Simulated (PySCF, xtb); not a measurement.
Si(Cl)(H)2(SH) (ClH₃SSi), SMILES S[SiH2]Cl. One conformer was computed; it need not be the lowest.

Harmonic wavenumbers (cm⁻¹) from GFN2-xTB (xtb) at its own minimum, in rising order: 103, 160, 462, 475, 535, 569, 673, 734, 762, 2322, 2376, 2459.

What does B3LYP-D3(BJ)/def2-TZVP run with PySCF give at its own minimum? (An estimate is asked for; the answer gives what the named calculation found.)

161, 217, 481, 511, 555, 700, 807, 878, 944, 2259, 2276, 2669. Paired by order, the mean absolute difference is 96 cm⁻¹ and the zero-point energies are 16.6 and 17.8 kcal/mol.
